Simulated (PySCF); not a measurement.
An unknown gives this computed stick spectrum. Method: TDDFT CAM-B3LYP/def2-SVPD, vertical, gas phase, core orbitals frozen in the response in PySCF. Geometries: PBE0-D3(BJ)/def2-SVP, one conformer each. Relativistic effects are left out although some hold elements past zinc.

```tsv
state	E (eV)	f
S1	3.14	0.0003
S2	4.79	0.0037
S3	6.05	0.016
S4	6.36	0.016
S5	6.75	0.0059
S6	6.91	0.040
```

Orbital energies (eV): HOMO-3 -11.68, HOMO-2 -11.20, HOMO-1 -8.59, HOMO -7.96, LUMO -0.43, LUMO+1 1.11, LUMO+2 1.46.

Question: Which structure fits?
A. `CN(C)[SiH2]C=O`
B. `C=C[CH2][GeH2][NH][SiH3]`
C. `C=CC[N]([SiH3])[GeH3]`

Answer: A. Its S1, at 3.14 eV, is the lowest among the candidates; the nearest of the others has S1 at 5.81 eV. S1 is HOMO-1→LUMO (57%), HOMO→LUMO (40%). Löwdin shares by element: HOMO nitrogen 41%, oxygen 12%, silicon 9%, carbon 8% or more (atoms not listed hold the other 31%); LUMO carbon 37% or more, oxygen 33%, silicon 12%, hydrogen 6% or more. At the same level the other candidates give, for their lowest levels:
- `C=CC[N]([SiH3])[GeH3]`: 5.81 eV (f 0.012); 6.38 eV (f 0.023); 6.45 eV (f 0.043); 6.76 eV (f 0.023); 7.19 eV (f 0.009); T1 4.36 eV; HOMO -8.16, LUMO 0.85 eV
- `C=C[CH2][GeH2][NH][SiH3]`: 6.13 eV (f 0.005); 6.41 eV (f 0.198); 6.82 eV (f 0.022); 6.90 eV (f 0.129); 7.05 eV (f 0.055); T1 4.17 eV; HOMO -8.31, LUMO 0.83 eV

The values belong to the conformer `[CH3:1][N:2]([CH3:3])[SiH2:4][CH:5]=[O:6]`: C1–N2–Si4–C5 -57°, N2–Si4–C5–O6 148°.
Triplets come from the Tamm–Dancoff approximation.
